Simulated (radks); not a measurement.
Values are calculated unless marked as measured or tabulated.
Ba3+, configuration [Kr] 4d10 5s2 5p5. Level of theory: scalar-relativistic Kohn-Sham, r2SCAN, spin-polarised, spherical densities, finite nucleus; open shells are filled with parallel spins first (spin-orbit coupling, left out, can overturn this in heavy ions); meta-GGA in the generalised Kohn-Sham scheme; Fermi nuclear charge, rms radius 4.8378 fm (a radial shooting solver on a logarithmic mesh with Libxc functionals). Some entries of the table are withheld. Estimate them.

orbital,occ.,eigenvalue (eV),r(max) (bohr),<1/r> (bohr^-1)
1s up,1,-37346.51,0.01642,60.69
1s down,1,-37346.42,0.01642,60.69
2s up,1,-5943.312,0.09283,13.97
2s down,1,-5943.296,0.09283,13.97
2p up,3,-5328.997,0.07464,13.27
2p down,3,-5328.936,0.07464,13.27
3s up,1,-1282.076,0.2659,5.060
3s down,1,-1282.031,0.2659,5.059
3p up,3,-1083.940,0.2603,4.793
3p down,3,-1083.877,0.2603,4.793
3d up,5,-796.4969,0.2154,4.535
3d down,5,-796.4294,0.2154,4.535
4s up,1,-274.9230,0.6250,2.079
4s down,1,-274.7815,0.6252,2.078
4p up,3,-210.6102,0.6533,1.916
4p down,3,-210.4799,0.6535,1.916
4d up,5,-116.9078,0.6946,(1)
4d down,5,-116.7310,0.6948,(2)
5s up,1,(3),(4),0.8145
5s down,1,(5),(6),0.8154
5p up,3,-43.0900,1.642,0.7094
5p down,2,-41.9867,1.641,0.7078

Answer. 
(1) 4d up <1/r> (bohr^-1): 1.654
(2) 4d down <1/r> (bohr^-1): 1.656
(3) 5s up eigenvalue (eV): -59.1847
(4) 5s up r(max) (bohr): 1.465
(5) 5s down eigenvalue (eV): -58.0621
(6) 5s down r(max) (bohr): 1.464
